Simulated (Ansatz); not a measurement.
The inner images of a band of CH3BFO (7 atoms, charge 0, multiplicity 2) are given out of order.

These are results of UKS PBE-D4/6-31G* (Ansatz 0.2.0), not measurements.

First end point:

```xyz
7
Properties=species:S:1:pos:R:3
C -0.882 0.872 -0.067
O -0.445 -0.386 -0.359
B 0.761 -0.874 0.071
F 1.051 -2.133 -0.259
H -1.797 1.175 -0.572
H -0.222 1.559 0.469
H 1.535 -0.213 0.717
```

Last end point:

```xyz
7
Properties=species:S:1:pos:R:3
C -0.975 0.722 -0.194
O 0.348 0.610 0.117
B 1.012 -0.586 0.209
F 0.365 -1.740 -0.011
H -1.360 1.739 -0.230
H -1.568 -0.173 -0.383
H 2.177 -0.573 0.492
```

**Question.** Put them in order from the first end to the last, with their energies above the first end.
A.
```xyz
7
Properties=species:S:1:pos:R:3
C -0.935 0.761 -0.368
O -0.115 0.145 0.543
B 0.833 -0.820 0.366
F 0.765 -1.732 -0.608
H -1.880 1.113 0.053
H -0.419 1.363 -1.125
H 1.751 -0.829 1.139
```
B.
```xyz
7
Properties=species:S:1:pos:R:3
C -0.993 0.699 -0.192
O 0.277 0.546 0.297
B 0.975 -0.632 0.296
F 0.379 -1.786 -0.028
H -1.506 1.598 0.149
H -1.270 0.175 -1.109
H 2.138 -0.601 0.589
```
C.
```xyz
7
Properties=species:S:1:pos:R:3
C -0.858 0.939 -0.066
O -0.399 -0.332 -0.243
B 0.764 -0.910 0.183
F 1.235 -1.884 -0.600
H -1.932 1.056 -0.216
H -0.163 1.762 -0.253
H 1.352 -0.632 1.197
```
D.
```xyz
7
Properties=species:S:1:pos:R:3
C -0.860 0.895 -0.066
O -0.414 -0.360 -0.372
B 0.752 -0.893 0.112
F 1.141 -2.051 -0.425
H -1.894 1.093 -0.346
H -0.132 1.688 0.118
H 1.407 -0.373 0.979
```
E.
```xyz
7
Properties=species:S:1:pos:R:3
C -0.874 0.911 -0.356
O -0.422 -0.282 0.124
B 0.778 -0.912 0.259
F 1.242 -1.663 -0.743
H -1.947 1.062 -0.231
H -0.178 1.755 -0.343
H 1.402 -0.871 1.289
```

**Answer.** D (+0.04 eV), C (+0.16 eV), E (+0.42 eV), A (+0.18 eV), B (+0.03 eV).

The run took 3.4 min on 1 thread of Arm Neoverse V1, with other jobs on the host, peak memory 0.13 GiB.
